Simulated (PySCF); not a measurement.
**Atomic charges by several schemes**

Species: C5H9NO2Si2.
SMILES with atom numbers: `[O:1]=[C:2]([OH:3])[C:4]1=[CH:5][Si@@H:6]([NH:7][SiH3:8])[CH:9]=[CH:10]1` (hydrogens: H11 on O3; H12 on C5; H13 on Si6; H14 on N7; H15, H16, H17 on Si8; H18 on C9; H19 on C10)

Cartesian coordinates in Å at the GFN2-xTB level; atoms count from 1:
```
atom  x, y, z in Å
O1    -4.0365   -0.6819    0.5190
C2    -3.2101    0.1718    0.3037
O3    -3.5279    1.4795    0.3235
C4    -1.7884   -0.0808    0.0056
C5    -0.8731    0.8711   -0.2441
Si6    0.7896    0.0399   -0.5907
N7     2.0118    0.5913    0.4985
Si8    3.7206    0.2941    0.4209
C9    -0.0129   -1.6403   -0.2660
C10   -1.3110   -1.4650   -0.0061
H11   -4.4705    1.5789    0.5293
H12   -1.1331    1.9146   -0.2618
H13    1.2589    0.2100   -1.9640
H14    1.6718    0.8936    1.3978
H15    4.1387    0.6461   -0.9333
H16    4.3105    1.1688    1.4336
H17    4.0406   -1.1105    0.6965
H18    0.4326   -2.6207   -0.2942
H19   -2.0214   -2.2512    0.2009
```

Density: PBE0/pcSseg-1 (PySCF); schemes: Mulliken, IAO, Hirshfeld and ESP-fitted. One conformer (not necessarily the lowest) at the GFN2-xTB geometry, without solvent, vibrations or thermal averaging.

Question: What partial charge does each atom carry?

Answer: In e:

| atom | environment | Mulliken | IAO | Hirshfeld | ESP-fitted |
| --- | --- | --- | --- | --- | --- |
| O1 | acid carbonyl oxygen | -0.404 | -0.465 | -0.266 | -0.537 |
| C2 | carboxylic acid carbon | +0.582 | +0.520 | +0.205 | +0.648 |
| O3 | acid hydroxyl oxygen | -0.372 | -0.483 | -0.170 | -0.607 |
| C4 | fully substituted alkene carbon | -0.360 | -0.045 | -0.014 | +0.166 |
| C5 | alkene CH carbon | -0.284 | -0.403 | -0.125 | -0.557 |
| Si6 | SiH silicon | +1.028 | +1.017 | +0.393 | +0.811 |
| N7 | nitrogen bridging silicon atoms | -0.826 | -0.927 | -0.326 | -0.816 |
| Si8 | SiH3 silicon | +0.625 | +0.755 | +0.359 | +0.507 |
| C9 | alkene CH carbon | -0.374 | -0.460 | -0.151 | -0.486 |
| C10 | alkene CH carbon | -0.002 | -0.130 | -0.044 | -0.150 |
| H11 | acid proton | +0.244 | +0.374 | +0.187 | +0.444 |
| H12 | vinylic hydrogen | +0.099 | +0.173 | +0.045 | +0.228 |
| H13 | Si–H hydrogen | -0.072 | -0.123 | -0.069 | -0.109 |
| H14 | N–H hydrogen | +0.225 | +0.275 | +0.121 | +0.395 |
| H15 | Si–H hydrogen | -0.097 | -0.131 | -0.076 | -0.093 |
| H16 | Si–H hydrogen | -0.107 | -0.125 | -0.075 | -0.100 |
| H17 | Si–H hydrogen | -0.103 | -0.151 | -0.086 | -0.106 |
| H18 | vinylic hydrogen | +0.109 | +0.159 | +0.044 | +0.204 |
| H19 | vinylic hydrogen | +0.091 | +0.168 | +0.049 | +0.160 |

Mean size of the charges over all atoms: ESP-fitted 0.375 e, IAO 0.362 e, Mulliken 0.316 e, Hirshfeld 0.148 e. Each set sums to the total charge, 0, to within 0.001 e. The ESP scheme is a least-squares fit of atom-centred charges to the potential on four shells outside the van der Waals surface, with the total charge fixed. The Mulliken scheme counts on each atom the diagonal of the density matrix times the overlap matrix over that atom's basis functions.

Lowest charge. All schemes agree: Mulliken N7 (-0.826); IAO N7 (-0.927); Hirshfeld N7 (-0.326); ESP-fitted N7 (-0.816).

Highest charge. All schemes agree: Mulliken Si6 (+1.028); IAO Si6 (+1.017); Hirshfeld Si6 (+0.393); ESP-fitted Si6 (+0.811).

Question: Sum the charges by element, for elements with more than one atom.

Answer: 
```
element  atoms  Mulliken     IAO  Hirshfeld  ESP-fitted
      O      2    -0.776  -0.948     -0.436      -1.144
      C      5    -0.439  -0.519     -0.129      -0.379
     Si      2    +1.653  +1.773     +0.752      +1.319
      H      9    +0.388  +0.620     +0.140      +1.022
```

Question: How many electrons does the Mulliken scheme count on O1?

Answer: Z − q = 8 − (-0.404) = 8.404.
